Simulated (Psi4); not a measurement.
Pair of molecules, SMILES B with SMILES P (the first has 4 atoms); geometry from B3LYP-D3(BJ)/def2-TZVP, rigid monomers moved along the line of their centres of mass till B1···P5 is 1.74 Å.
(charge 0, multiplicity 1):
```xyz
8

B     -0.030    -0.077     0.672
H      1.097    -0.421     0.418
H     -0.842    -0.969     0.655
H     -0.384     0.932     0.116
P      0.046     0.379     2.346
H     -1.134     0.837     2.959
H      0.437    -0.598     3.279
H      0.922     1.419     2.707
```

Method: SAPT0/jun-cc-pV(D+d)Z (Psi4).

**Question.** Which attractive term is largest, and how does the interaction split up?

**Answer.** electrostatics -98.19, exchange 198.13, induction -112.33, dispersion -27.54, total -39.94 kcal/mol; the largest attraction is induction.
